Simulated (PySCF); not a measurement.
## Polarisability and C₆ of Te²⁺ (tellurium, charge +2)

[Kr] 4d10 5s2 5p2, high-spin 3P determinant. Calculation: PySCF 2.14, in aug-cc-pwCVTZ-DK3 with one added diffuse shell each of s, p, d, f type (11s10p8d5f1g, 125 functions); scalar relativity by spin-free X2C-1e. Coupled (time-dependent) response in atomic units; α is the mean over directions.

```json
{"method": "UHF", "mean α (bohr³)": "15.51", "α xx, yy, zz": "15.56, 15.49, 15.49", "C₆ (like pair)": "105.5", "S(−4)": "58.46"}
{"method": "PBE", "mean α (bohr³)": "14.92", "α xx, yy, zz": "14.62, 15.07, 15.07", "C₆ (like pair)": "100.5", "S(−4)": "52.59"}
{"method": "PBE0", "mean α (bohr³)": "14.96", "α xx, yy, zz": "14.79, 15.05, 15.05", "C₆ (like pair)": "100.9", "S(−4)": "52.72"}
```

S(−4) is the Cauchy moment in α(ω) = α(0) + S(−4) ω² + …

Spin-orbit coupling is absent.

α(iu) at UHF:

| u (hartree) | α(iu) (bohr³) |
| --- | --- |
| 0 | 15.51 |
| 0.0500 | 15.37 |
| 0.100 | 14.95 |
| 0.200 | 13.53 |
| 0.300 | 11.75 |
| 0.500 | 8.467 |
| 0.750 | 5.749 |
| 1.00 | 4.171 |
| 1.50 | 2.588 |
| 2.00 | 1.835 |
| 3.00 | 1.109 |
| 5.00 | 0.5458 |

A single London oscillator, α(iu) = α/(1 + u²/ω²), gives C₆ = (3/4) ω α². Matching the computed C₆ needs ω = 4 × 105.5 / (3 × 15.51²) = 0.585 hartree.

For an ion, C₆ is the dispersion term alone; charge-induced terms of lower order in 1/R come first.

The components differ because the open shell of this determinant is not spherical; for a pure term their mean is the scalar polarisability.
